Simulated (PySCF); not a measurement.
HI at TPSS

Level: TPSS. PySCF, scalar-relativistic core potentials, basis sets H def2-SVPD, I def2-SVPD with ECP28.

```
state                                          : ¹Σ⁺ (singlet), closed shell
bond length                                    : 1.625 Å
harmonic wavenumber                            : 2289 cm⁻¹
force constant                                 : 3.09 mdyn/Å
rotational constant Be                         : 6.383 cm⁻¹
anharmonicity ωexe                             : 35.9 cm⁻¹
vibration–rotation constant αe                 : 0.158 cm⁻¹
well depth De to H + I                         : 3.51 eV
dissociation energy D0                         : 3.37 eV
HOMO–LUMO gap                                  : 5.15 eV
bond order (Mayer)                             : 1.05
dipole moment (positive dipole means H(−)I(+)) : -0.41 D
```

These are scalar-relativistic numbers at best; spin–orbit coupling would shift them, the dissociation energy most.
